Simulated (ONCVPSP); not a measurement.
## Before and after: ONCV potential for Tl (Z = 81)

thallium, optimised norm-conserving Vanderbilt (ONCV), made with ONCVPSP 4.0.1 (PBE, scalar-relativistic). Core [Xe], reference 4f14 5d10 6s2 6p1. Waves: 6s: rc 1.80 bohr, ncon 4, nbas 7, qcut 3.4 1/bohr, 2 projectors, debl 1.3 Ha; 6p: rc 2.45 bohr, ncon 4, nbas 8, qcut 3.9 1/bohr, 2 projectors, debl 3.3 Ha; 5d: rc 1.65 bohr, ncon 4, nbas 9, qcut 11.3 1/bohr, 2 projectors, debl 3.6 Ha; 4f: rc 0.85 bohr, ncon 3, nbas 7, qcut 23.1 1/bohr, 3 projectors, debl 2.4 Ha. Local part: polynomial inside 0.70 bohr (lpopt 2, dvloc0 2 Ha). Core correction: none.

In the f channel the program set the typed energies aside and used -4.190, 0.250, 2.650 Ha.

All-electron outer shells of the reference configuration (PBE, scalar-relativistic, ld1.x):

```
shell  level (eV)  outermost node (bohr)  outermost maximum (bohr)
   5s     -131.00                   0.46                      0.80
   4f     -114.03                      –                      0.36
   5p      -76.10                   0.50                      0.91
   5d      -15.49                   0.53                      1.11
   6s       -9.55                   1.04                      2.08
   6p       -2.37                   1.23                      2.91
```

Change: p: qcut 2.4.

Cutoffs: the cutoffs (Ha) at which the residual kinetic energy of the hardest occupied pseudo-wave falls to 1 and 0.1 mHa per electron; they do not see the model core or the augmentation charge, which bear on the density cutoff. Errors are all-electron minus pseudo energies relative to the spin-unpolarised reference configuration.

**Question.** What does the change do?

**Answer.** The potential gets neither clearly harder nor softer (214 Ha and 233 Ha → 214 Ha and 233 Ha); both files keep a bound ghost (p, s); of the 3 tests that both files solve, the error grows in 1 and shrinks in 2 by more than 15 % and 0.3 meV (median size 4.4 → 5.1 meV).

| quantity | base | changed |
| --- | --- | --- |
| cutoff, loose | 214 Ha | 214 Ha |
| cutoff, tight | 233 Ha | 233 Ha |
| loose cutoff by channel | s 15 Ha, p 4.5 Ha, d 25 Ha, f 214 Ha | s 15 Ha, p 4.3 Ha, d 25 Ha, f 214 Ha |
| bound ghosts | s, p | s, p |
| GHOST(+) flags under 300 eV | s at 65.2 eV, p at 139.9 eV | s at 65.2 eV, p at 137.4 eV |
| tests with a reliable result | 3 of 4 | 3 of 4 |
| error for 4f14 5d10 6s2 6p0, meV [ΔE 5.17 eV] | -2.9 | -2.2 |
| error for 4f14 5d10 6s1 6p0, meV [ΔE 25.95 eV] | -4.4 | -5.1 |
| error for 4f14 5d9 6s2 6p2, meV [ΔE 14.72 eV] | -101 | -84 |
| s: phases at 1.83 bohr within 0.05 rad from the reference energy up to (Ha; the scan ends near 5) | 2.4 | 2.4 |
| p: phases at 2.49 bohr within 0.05 rad from the reference energy up to (Ha; the scan ends near 5) | 3.6 | n/a |
| d: phases at 1.67 bohr within 0.05 rad from the reference energy up to (Ha; the scan ends near 5) | to the end of the scan | to the end of the scan |
| f: phases at 0.87 bohr within 0.05 rad from the reference energy up to (Ha; the scan ends near 5) | to the end of the scan | to the end of the scan |

 A true bound ghost makes a file unfit for plane-wave use even where its test errors are small: the radial tests pick states by their node count and pass the ghost by.
